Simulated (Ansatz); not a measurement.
Computed with Ansatz on PBE0-D4/def2-TZVP structures; ΔE is electronic, products minus reactants. CCSD(T)/CBS is the MP2 limit (def2-TZVPP, def2-QZVPP) plus CCSD(T) − MP2 in def2-TZVPP, frozen cores. This one scheme is used for every species. DFT in def2-TZVPP. Each species was taken in one conformer, which may not be the lowest.

`C[SiH2]OCO` + H₂ → `CO[SiH2]C` + H₂O  (hydrogenolysis of a C–O bond)

CCSD(T)/CBS gives -68.0 kJ/mol.

Question: Another level gave -57.7 kJ/mol. Which?
A. PBE0-D4/def2-TZVPP
B. CCSD/def2-TZVPP
C. HF/def2-TZVPP
D. r2SCAN/def2-TZVPP

Answer: D. r2SCAN -57.7, CCSD/def2-TZVPP -67.2, HF/def2-TZVPP -71.7, PBE0-D4 -62.8 kJ/mol.

Largest T1 diagnostic among the species: 0.011.

In def2-TZVPP, CCSD(T) changes the Hartree–Fock value by +8.1 kJ/mol (the triples alone add +3.6 kJ/mol) and MP2 by +6.6 kJ/mol. The D4 term adds +3.9 kJ/mol with B3LYP and +2.0 kJ/mol with PBE0; it sums over pairs of atoms, weighted by their polarisabilities, and B3LYP, whose exchange is more repulsive, gets the larger term. From PBE to PBE0 (25 % exact exchange), in def2-TZVPP and without D4, ΔE moves by −4.7 kJ/mol.

B3LYP here is the variant with VWN-RPA as its local correlation; programs differ in this.
